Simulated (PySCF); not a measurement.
Phosphorus: a sound run and one with changed settings

Sound run: P⁺ [Ne] 3s2 3p2, P²⁺ [Ne] 3s2 3p1. All numbers are calculated (PySCF 2.14, scalar relativity by spin-free X2C-1e, in x2c-SVPall). The sound run starts from symmetry-adapted Hartree-Fock orbitals and uses a fine grid where one is needed.

Changed run: 6 angular points. This setting is unsound on purpose.

```tsv
species	method	sound run (hartree)	changed run (hartree)	converged
P⁺	UHF	-341.03801	-341.03801	yes
P⁺	M06-2X	-341.57119	-341.57092	yes
P⁺	PBE	-341.41847	-341.46170	yes
P²⁺	UHF	-340.33331	-340.33331	yes
P²⁺	M06-2X	-340.85129	-340.85069	yes
P²⁺	PBE	-340.69114	-340.75104	yes
```

Ionisation energy of P⁺:

```tsv
method	sound run (eV)	changed run (eV)
UHF	19.176	19.176
M06-2X	19.590	19.598
PBE	19.792	19.338
```

A coarse angular grid integrates products of high-l functions wrongly, so density functionals can shift, and the SCF can exploit the error; Hartree-Fock and MP2 need no grid.

For comparison, NIST gives 19.769 eV between the lowest levels.
